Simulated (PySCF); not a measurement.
Isomers of C7H11BO2, from PBE0-D3(BJ)/def2-SVP geometry optimisation, gas phase in PySCF 2.14.0. One conformer each, no zero-point energy, no frequencies.

Question: Which is lowest in electronic energy at this level?
A. `[CH3:1][C@H:2]1[CH:3]=[CH:4][CH2:5][C:6]([B:7]([OH:8])[OH:9])=[CH:10]1` with C6–B7–O8–H 180°, C6–B7–O9–H 0°: A = 2321, B = 876.0, C = 664.8 MHz, dipole 1.10 D
B. `[CH2:1]=[C:2]([CH3:3])/[CH:4]=[CH:5]/[C@@H:6]1[CH2:7][O:8][BH:9][O:10]1` with C1–C2–C4–C5 -179°, C4–C5–C6–C7 -116°: A = 3866, B = 549.5, C = 542.4 MHz, dipole 2.51 D
C. `[CH:1]#[C:2][B:3]1[O:4][CH2:5][C@H:6]([CH2:7][CH2:8][CH3:9])[O:10]1` with C5–C6–C7–C8 -178°, C6–C7–C8–C9 178°: A = 2453, B = 688.2, C = 571.2 MHz, dipole 1.91 D

Answer: A. That is `C[C@H]1C=CCC(B(O)O)=C1`, 32.2 kcal/mol below the next.

```json
{"SMILES": "C[C@H]1C=CCC(B(O)O)=C1", "mapped SMILES": "[CH3:1][C@H:2]1[CH:3]=[CH:4][CH2:5][C:6]([B:7]([OH:8])[OH:9])=[CH:10]1", "E (Eh)": "-447.93030", "relative (kcal/mol)": "0.0", "relative (kJ/mol)": "0.0", "dipole (D)": "1.10"}
{"SMILES": "C=C(C)/C=C/[C@@H]1COBO1", "mapped SMILES": "[CH2:1]=[C:2]([CH3:3])/[CH:4]=[CH:5]/[C@@H:6]1[CH2:7][O:8][BH:9][O:10]1", "E (Eh)": "-447.87898", "relative (kcal/mol)": "32.2", "relative (kJ/mol)": "134.7", "dipole (D)": "2.51"}
{"SMILES": "C#CB1OC[C@H](CCC)O1", "mapped SMILES": "[CH:1]#[C:2][B:3]1[O:4][CH2:5][C@H:6]([CH2:7][CH2:8][CH3:9])[O:10]1", "E (Eh)": "-447.86855", "relative (kcal/mol)": "38.7", "relative (kJ/mol)": "162.1", "dipole (D)": "1.91"}
```

As drawn, the lowest has an O–H bond and a C=C bond outside aromatic rings, which the highest lacks; the highest has a C≡C bond, which the lowest lacks.
